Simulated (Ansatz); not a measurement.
Mulliken charges of GaH4NO (`[NH2][GaH][OH]`) from r2SCAN/def2-TZVPP in Ansatz (PBE0-D4/def2-TZVP geometry).

| atom | x (Å) | y (Å) | z (Å) | charge (e) |
| --- | --- | --- | --- | --- |
| N1 | -1.169 | 0.090 | -0.273 | -0.454 |
| Ga2 | 0.387 | -0.010 | 0.653 | 0.442 |
| O3 | 1.899 | -0.209 | -0.282 | -0.448 |
| H4 | -1.247 | 0.041 | -1.274 | 0.153 |
| H5 | -2.066 | 0.202 | 0.168 | 0.162 |
| H6 | 0.481 | 0.068 | 2.195 | -0.037 |
| H7 | 1.777 | -0.250 | -1.232 | 0.183 |

Task: By hand: the dipole of these point charges (1 e Å = 4.8032 D).

Result: Σ q r = (-0.367, 0.039, 0.065) e Å, of length 0.375 e Å = 1.80 D.

Task: How does the dipole of the full density compare? (Estimate.)

Result: The calculation gave: (-0.428, 0.029, -0.230) e Å, 2.34 D; the point charges give 0.77 times that, at 38° from its direction.

Point charges leave out the atoms' own dipoles, such as those of lone pairs, and Mulliken's split depends on the basis, so the two needn't agree.
